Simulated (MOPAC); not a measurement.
Input for MOPAC: PM7 on C3H5F (a complex), monomers drawn apart or pushed together.

```
PM7 1SCF PRECISE CHARGE=0 THREADS=1
C3H5F

C     -0.13296582 1    -0.10574667 1     0.11218648 1
C      0.35732020 1     0.38157968 1    -0.86583565 1
H     -0.55975168 1    -0.53367843 1     0.98988141 1
H      0.78737977 1     0.81099856 1    -1.73748790 1
C      0.60995500 1    -0.19976708 1     4.51459136 1
F     -0.49661822 1    -0.92426991 1     4.06655446 1
H      1.09298311 1     0.26269668 1     3.65378981 1
H      0.26321485 1     0.56281847 1     5.21170488 1
H      1.29415349 1    -0.88766400 1     5.01097719 1
```

The log:

```
*******************************************************************************
 **                                                                           **
 **                              MOPAC v23.2.5                                **
 **                                                                           **
 *******************************************************************************
 ** MOPAC's Digital Object Identifier: https://doi.org/10.5281/zenodo.6511958 **
 **                                                                           **
 ** Please cite the open-source release paper for use of this MOPAC version:  **
 ** J. E. Moussa and J. J. P. Stewart (2026)                                  **
 ** MOPAC: An open-source semiempirical molecular orbital program             **
 ** J. Open Source Softw., 11(119), 8025, https://doi.org/10.21105/joss.08025 **
 *******************************************************************************

                              PM7 CALCULATION RESULTS

 *******************************************************************************
 *  PM7        - The PM7 Hamiltonian to be used
 *
 *
 *
 *                 CHARGE ON SYSTEM = 0
 *
 *
 *
 *  PRECISE    - TIGHTER CRITERIA TO BE USED
 *  1SCF       - DO 1 SCF AND THEN STOP
 *  THREADS=1  - MULTI-THREADING NOT USED
 *  T=         - A TIME OF 172800.0 SECONDS REQUESTED
 *  DUMP=N     - RESTART FILE WRITTEN EVERY 7200.0 SECONDS REQUESTED
 *******************************************************************************
PM7 1SCF PRECISE CHARGE=0 THREADS=1
 C3H5F

   ATOM   CHEMICAL          X               Y               Z
  NUMBER   SYMBOL      (ANGSTROMS)     (ANGSTROMS)     (ANGSTROMS)

     1       C         -0.13296582  *  -0.10574667  *   0.11218648  *
     2       C          0.35732020  *   0.38157968  *  -0.86583565  *
     3       H         -0.55975168  *  -0.53367843  *   0.98988141  *
     4       H          0.78737977  *   0.81099856  *  -1.73748790  *
     5       C          0.60995500  *  -0.19976708  *   4.51459136  *
     6       F         -0.49661822  *  -0.92426991  *   4.06655446  *
     7       H          1.09298311  *   0.26269668  *   3.65378981  *
     8       H          0.26321485  *   0.56281847  *   5.21170488  *
     9       H          1.29415349  *  -0.88766400  *   5.01097719  *



          CARTESIAN COORDINATES

    NO.       ATOM           X           Y           Z

     1         C         -0.1330     -0.1057      0.1122
     2         C          0.3573      0.3816     -0.8658
     3         H         -0.5598     -0.5337      0.9899
     4         H          0.7874      0.8110     -1.7375
     5         C          0.6100     -0.1998      4.5146
     6         F         -0.4966     -0.9243      4.0666
     7         H          1.0930      0.2627      3.6538
     8         H          0.2632      0.5628      5.2117
     9         H          1.2942     -0.8877      5.0110

 General Reference for PM7:
 "Optimization of Parameters for Semiempirical Methods VI: More Modifications to the
 NDDO Approximations and Re-optimization of Parameters", J. J. P. Stewart, J. Mol. Mod., 1:32, 19 (2013)
 https://link.springer.com/article/10.1007/s00894-012-1667-x

           Empirical Formula: C3 H5 F  =     9 atoms



      MOLECULAR POINT GROUP   :   Cs


      RHF CALCULATION, NO. OF DOUBLY OCCUPIED LEVELS = 12


 -------------------------------------------------------------------------------
 PM7 1SCF PRECISE CHARGE=0 THREADS=1
 C3H5F



     1SCF WAS SPECIFIED, SO BFGS WAS NOT USED
     SCF FIELD WAS ACHIEVED


                              PM7 CALCULATION
                                                       MOPAC v23.2.5 Linux




          FINAL HEAT OF FORMATION =          8.85195 KCAL/MOL =      37.03656 KJ/MOL


          COSMO AREA              =        126.03 SQUARE ANGSTROMS
          COSMO VOLUME            =        100.76 CUBIC ANGSTROMS

          IONIZATION POTENTIAL    =         11.571382 EV
          HOMO LUMO ENERGIES (EV) =        -11.571  1.684
          NO. OF FILLED LEVELS    =         12
          MOLECULAR WEIGHT        =         60.0709         POINT GROUP:  Cs

          MOLECULAR DIMENSIONS (Angstroms)

            Atom       Atom       Distance
            H     9    H     4     6.97740
            H     8    H     3     2.16309
            H     9    F     6     1.59835


          SCF CALCULATIONS        =          1





   ATOM   CHEMICAL          X               Y               Z
  NUMBER   SYMBOL      (ANGSTROMS)     (ANGSTROMS)     (ANGSTROMS)

     1       C         -0.13296582  *  -0.10574667  *   0.11218648  *
     2       C          0.35732020  *   0.38157968  *  -0.86583565  *
     3       H         -0.55975168  *  -0.53367843  *   0.98988141  *
     4       H          0.78737977  *   0.81099856  *  -1.73748790  *
     5       C          0.60995500  *  -0.19976708  *   4.51459136  *
     6       F         -0.49661822  *  -0.92426991  *   4.06655446  *
     7       H          1.09298311  *   0.26269668  *   3.65378981  *
     8       H          0.26321485  *   0.56281847  *   5.21170488  *
     9       H          1.29415349  *  -0.88766400  *   5.01097719  *

                             CARTESIAN COORDINATES

   1    C       -0.132965820    -0.105746670     0.112186480
   2    C        0.357320200     0.381579680    -0.865835650
   3    H       -0.559751680    -0.533678430     0.989881410
   4    H        0.787379770     0.810998560    -1.737487900
   5    C        0.609955000    -0.199767080     4.514591360
   6    F       -0.496618220    -0.924269910     4.066554460
   7    H        1.092983110     0.262696680     3.653789810
   8    H        0.263214850     0.562818470     5.211704880
   9    H        1.294153490    -0.887664000     5.010977190


           Empirical Formula: C3 H5 F  =     9 atoms



      MOLECULAR POINT GROUP   :   Cs


                  EIGENVALUES
 -40.22162 -26.22977 -24.95328 -19.34294 -16.77603 -16.77343 -15.76324 -15.49364
 -13.40466 -13.40373 -11.57384 -11.57138   1.68426   1.68716   2.83593   5.14632
   5.15173   5.29248   5.74677   6.27601   7.07695


              NET ATOMIC CHARGES AND DIPOLE CONTRIBUTIONS

  ATOM NO.   TYPE          CHARGE      No. of ELECS.   s-Pop       p-Pop
    1          C          -0.186171        4.1862     1.14922     3.03695
    2          C          -0.198715        4.1987     1.14529     3.05343
    3          H           0.195616        0.8044     0.80438
    4          H           0.189264        0.8107     0.81074
    5          C          -0.205126        4.2051     1.09889     3.10624
    6          F          -0.205970        7.2060     1.97369     5.23228
    7          H           0.137165        0.8628     0.86284
    8          H           0.136969        0.8630     0.86303
    9          H           0.136969        0.8630     0.86303
 DIPOLE           X         Y         Z       TOTAL
 POINT-CHG.     1.603     1.037     0.738     2.047
 HYBRID        -0.150    -0.097    -0.073     0.193
 SUM            1.453     0.940     0.665     1.854


          ATOMIC ORBITAL ELECTRON POPULATIONS

     Atom    s        px        py        pz
    1  C   1.14922   1.00349   1.00343   1.03003
    2  C   1.14529   1.01080   1.01103   1.03159
    3  H   0.80438
    4  H   0.81074
    5  C   1.09889   0.93259   1.05769   1.11596
    6  F   1.97369   1.52279   1.79224   1.91724
    7  H   0.86284
    8  H   0.86303
    9  H   0.86303

 **********************
 *                    *
 * JOB ENDED NORMALLY *
 *                    *
 **********************




 == MOPAC DONE ==
```

The run finished.

Cost: very roughly 0.020 core-seconds.
